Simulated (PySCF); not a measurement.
# What a mistake does to a calculation on CH5Si2 anion

These are calculations, not measurements. They come from PySCF 2.14.0, an open-source quantum chemistry program, on an isolated molecule that a program drew, which may never have been made. The molecule is CH5Si2 anion (charge -1, singlet), drawn as the SMILES string `C=[SiH][SiH2-]`.

Each row is a Hartree-Fock (HF) and frozen-core CCSD(T) single point in the aug-cc-pV(D+d)Z basis, meant for a local HF minimum. Run 1 is clean. Each other run has one planted mistake out of seven kinds, and not every kind appears here: one electron removed, one electron added, multiplicity raised by two, geometry at a saddle point, minimal basis STO-3G, one bond length entered in bohr, all coordinates scaled. The reference is restricted for singlets and unrestricted otherwise, and also for a bond in bohr. Adding or removing an electron swaps singlet and doublet. Electrons count all cores. HOMO and LUMO are orbital energies over both spins, the gradient is its largest component, and the lowest frequency (negative if imaginary) is given only where the gradient is small. Bond lengths are over the 7 bonds as drawn. T1 is the CCSD diagnostic: over 0.02 (restricted) or 0.045 (unrestricted) a single reference is doubtful.

Geometry of the clean run:
```xyz
8
CH5Si2 anion, angstrom
C    -0.1899    0.9227   -1.1236
Si   -1.0513    1.4081    0.2909
Si   -1.0330    0.7386    2.5619
H    -0.4545    1.2691   -2.1181
H     0.6635    0.2532   -1.0862
H    -2.1735    2.3379   -0.0799
H    -0.9262    2.1637    3.1040
H     0.4403    0.3569    2.6454
```

| run | electrons | basis functions | <S^2> | HOMO (eV) | LUMO (eV) | gradient (hartree/bohr) | lowest frequency (cm^-1) | mean bond (Å) | longest bond (Å) | T1 | HF (hartree) | CCSD(T) (hartree) | mistake |
|---|---|---|---|---|---|---|---|---|---|---|---|---|---|
| 1 | 40 | 132 | 0.000 | -2.61 | 3.77 | 1.8e-05 | 148 | 1.5459 | 2.368 | 0.0176 | -618.59497 | -619.03395 | no fault |
| 2 | 40 | 132 | 0.000 | -2.48 | 3.76 | 2.5e-02 | - | 1.4980 | 2.294 | 0.0170 | -618.58821 | -619.02358 | all coordinates scaled |
| 3 | 40 | 132 | 2.042 | -0.61 | 3.48 | 8.8e-02 | - | 1.5459 | 2.368 | 0.0742 | -618.51957 | -618.93160 | ? |
| 4 | 39 | 132 | 1.176 | -8.04 | -0.28 | 3.7e-02 | - | 1.5459 | 2.368 | 0.0516 | -618.54973 | -618.94553 | ? |

**Which mistake was planted in run 3, and what did it cost?**

Electrons, basis and geometry are unchanged, and <S^2> is 2.042, beside S(S+1) = 2.00 for a multiplicity of 3. So the mistake is: multiplicity raised by two. Subtracting run 1 and multiplying by 627.51 kcal/mol a hartree, the energy moved by 47.3 kcal/mol in HF and 64.2 kcal/mol in CCSD(T).

**Which mistake was planted in run 4, and what did it cost?**

It counts 39 electrons, one fewer than the clean run, at the same geometry and basis. So the mistake is: one electron removed. Subtracting run 1 and multiplying by 627.51 kcal/mol a hartree, the energy moved by 28.4 kcal/mol in HF and 55.5 kcal/mol in CCSD(T).

Cautions from the logs. Run 3: T1 is over the limit, so its CCSD(T) energy is less reliable; run 4: T1 is over the limit, so its CCSD(T) energy is less reliable.
